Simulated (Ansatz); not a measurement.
Isolated molecules relaxed with PBE0-D4/def2-TZVP in Ansatz; ΔE leaves out vibrations. CBS: MP2 limit from def2 TZ/QZ plus the TZ coupled-cluster correction, frozen cores. Functionals use def2-TZVPP. B3LYP here is the variant with VWN-RPA as its local correlation; programs differ in this. HSE06 is defined as in plane-wave codes. Each species was taken in one conformer, which may not be the lowest.

Consider the ligand exchange at the Si–C bond: `FCNC[SiH3]` + `NCF` → `FCN[SiH3]` + `CNCF`.

```
       level  ΔE (eV)
     BLYP-D4    -0.55
    HSE06-D4    -0.51
      revPBE    -0.48
        PBE0    -0.51
       B3LYP    -0.57
     LC-ωPBE    -0.53
 HF/def2-SVP    -0.61
MP2/def2-SVP    -0.55
```

What does CCSD(T)/CBS give? (An estimate is asked.)

Ansatz gave: -0.56 eV. The listed levels differ from it by 0.01, 0.05, 0.08, 0.05, -0.01, 0.03, -0.05, 0.01 eV.

Largest T1 diagnostic among the species: 0.011.

In def2-TZVPP, CCSD(T) changes the Hartree–Fock value by +0.10 eV (the triples alone add +0.01 eV) and MP2 by +0.08 eV. Leaving LDA and LC-ωPBE aside and taking each functional with its dispersion term where it has one, the values, not all of them listed here, spread over 0.13 eV, from BHLYP-D4 to PBE-D4.
